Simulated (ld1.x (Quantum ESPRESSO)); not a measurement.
# Pb (Z = 82): variants of one TM potential

Base potential:

ld1.x (Quantum ESPRESSO) 7.5 input, shortened:

```
&input
   title='Pb', zed=82., rel=1, dft='PZ', iswitch=3,
   config='[Xe] 4f14 5d10 6s2 6p2 6d-2'
 /
 &inputp
   pseudotype=2, tm=.true., lloc=0,
   nlcc=.false.
 /
3
6P  2  1   2.00   0.00  2.45  2.45  0.0
6D  3  2  -2.00  -0.20  2.40  2.40  0.0
6S  1  0   2.00   0.00  1.95  1.95  0.0
 &test
   configts(1)='6s2 6p2'
 /
```

All-electron outer shells of the reference configuration (LDA (PZ), scalar-relativistic, ld1.x):

```
shell  level (eV)  outermost node (bohr)  outermost maximum (bohr)
   5p      -85.96                   0.49                      0.88
   5d      -21.29                   0.52                      1.07
   6s      -12.32                   1.01                      1.95
   6p       -3.71                   1.18                      2.63
```

Cutoffs, loose and tight: the cutoffs (Ry, on a coarse ladder) from which the occupation-weighted sum of valence levels, in a spherical-Bessel basis at the reference potential, stays within 10 and 1 mRy of its value at 400 Ry. They do not see the model core or the augmentation charge, which bear on the density cutoff. Test errors are all-electron minus pseudo excitation energies from the reference, over the configurations 6s2 6p1; 6s2 6p0; 6s1 6p0; 6s2 6p2.3; 6s0 6p4; 6s1 6p2; 6s1 6p3 (two spin-polarised tests are not counted in the largest error). A dash means not determined; rows that change the core or the reference have their own tests.

A true bound ghost makes a file unfit for plane-wave use even where its test errors are small: the radial tests pick states by their node count and pass the ghost by.

```csv
change,outcome,"cutoff, loose","cutoff, tight",bound ghosts,largest test error (meV)
base,generated,21 Ry,35 Ry,d,+274
core correction a·sin(br)/r model core inside 0.92 bohr,generated,21 Ry,35 Ry,d,-595
core correction a·sin(br)/r model core inside 1.10 bohr,generated,21 Ry,35 Ry,d,-595
core correction a·sin(br)/r model core inside 1.38 bohr,generated,21 Ry,35 Ry,d,-595
core correction a·sin(br)/r model core inside 1.54 bohr,generated,21 Ry,35 Ry,d,-594
core correction a·sin(br)/r model core inside 1.78 bohr,generated,21 Ry,35 Ry,d,-587
core correction a·sin(br)/r model core inside 2.12 bohr,generated,21 Ry,35 Ry,d,-546
```

Task: What comes out with this change to the base: core correction a·sin(br)/r model core inside 2.38 bohr?

Result: outcome: generated; cutoff, loose: 21 Ry; cutoff, tight: 35 Ry; bound ghosts: d; largest test error (meV): -474.
